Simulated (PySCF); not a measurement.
How methods differ on the ionisation energy of Ba³²⁺

Ba³²⁺ [Ar] 3d6 (5D) → Ba³³⁺ [Ar] 3d5 (6S), as a difference of total energies. All numbers are calculated (PySCF 2.14, the non-relativistic Hamiltonian (point nucleus), in an uncontracted even-tempered set (17 s from 5 bohr⁻², ratio 2.5; 11 p from 6.5 bohr⁻², ratio 2.5; 8 d from 6.5 bohr⁻², ratio 2.5; 4 f from 26 bohr⁻², ratio 2.7; 3 g from 39 bohr⁻², ratio 2.7)). Correlated levels: outer shells: [Ne] frozen; virtual orbitals above 40 to 60 times the deepest correlated orbital energy dropped. The calculations carry no spin-orbit coupling.

```json
{"method": "UHF", "ionisation energy (eV)": "2045.0"}
{"method": "LDA", "ionisation energy (eV)": "2047.4"}
{"method": "PBE", "ionisation energy (eV)": "2048.1"}
{"method": "BP86", "ionisation energy (eV)": "2048.7"}
{"method": "TPSSh", "ionisation energy (eV)": "2047.7"}
{"method": "MP2 (outer shells)", "ionisation energy (eV)": "2046.3"}
{"method": "SCS-MP2 (outer shells)", "ionisation energy (eV)": "2046.5"}
```

**Question.** Estimate what r2SCAN gives.

**Answer.** 2048.1 eV, closest to PBE among the rows shown.

**Question.** Estimate what PBE0 gives.

**Answer.** 2047.8 eV, closest to TPSSh among the rows shown.

Spin-orbit coupling is strong in these open shells (close to jj coupling). The scalar numbers leave it out and a first-order estimate fails, so it can dominate the gap to the real levels.

All relativistic terms are absent from these numbers, so their closeness to the reference says little about the methods.

For comparison: 2047 ± 4 eV (theoretical estimate listed by NIST; NIST Atomic Spectra Database, ionization energies).
